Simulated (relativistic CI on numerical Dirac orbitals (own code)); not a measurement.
# Slater and spin-orbit integrals, Ge⁺

Method of calculation: Dirac-Coulomb-Breit CI, KLI orbitals optimised for each configuration, model QED (radiative potential, 1s self-energy scaled to tabulated hydrogen-like ionisation energies), valence Slater integrals scaled by 0.85, P86 correlation energy added to each configuration (own radial code, finite nucleus).

Slater integrals F^k, G^k are unscaled and averaged over j, outside the closed core [Ar] 3d10; ζ comes from projecting the Hamiltonian with its Breit term on Σ l·s of the shell.

- 4s²4p: ζ(4p) = 1153.3 cm⁻¹; <r>(4p) = 2.602, <r^2>(4p) = 7.839 (bohr units).
- 4s4p²: F^2(4p,4p) = 40399, G^1(4s,4p) = 55242, ζ(4p) = 1167.6 cm⁻¹; <r>(4s) = 2.03, <r^2>(4s) = 4.727, <r>(4p) = 2.553, <r^2>(4p) = 7.546 (bohr units).
- 4s²5p: ζ(5p) = 216.05 cm⁻¹; <r>(5p) = 6.71, <r^2>(5p) = 50.42 (bohr units).

In this model ζ of a weakly bound d, f or g electron outside closed shells comes out too small, for d by up to a factor of two or three and at times with the wrong sign; that of an outer p electron is too small as well.

For a near-neutral ion this model can misplace configurations by up to about 10,000 cm⁻¹ (more where the count of f electrons changes) and terms by 10 to 25 % of their spread. Rates follow the energies as ν³ (E1, M1) or ν⁵ (E2), so they and the lifetimes can be off by large factors. The fine structure of a lone outer electron comes out too small, for d and f at times inverted, and misplaced configurations move strength between like terms. 19 of the 19 excited levels that our extract of the measured tables holds in this range could be paired (the sources list more); they are missed by 4101 cm⁻¹ on average and 6970 at most, and levels without a partner can miss by more.

Averages of the first 10 configurations, taken without configuration mixing, which lowers the lowest level and can move excited configurations by several eV; other configurations of the list can lie among them:

```csv
Configuration,Parity,States,Average energy above the lowest level (eV)
4s²4p,odd,6,0.7
4s4p²,even,30,8.6
4s²5s,even,2,8.4
4s²5p,odd,6,10.5
4s²4d,even,10,10.0
4s²6s,even,2,12.4
4s²5d,even,10,13.0
4s²4f,odd,14,13.3
4p³,odd,20,18.7
4s4p4d,odd,120,17.6
```
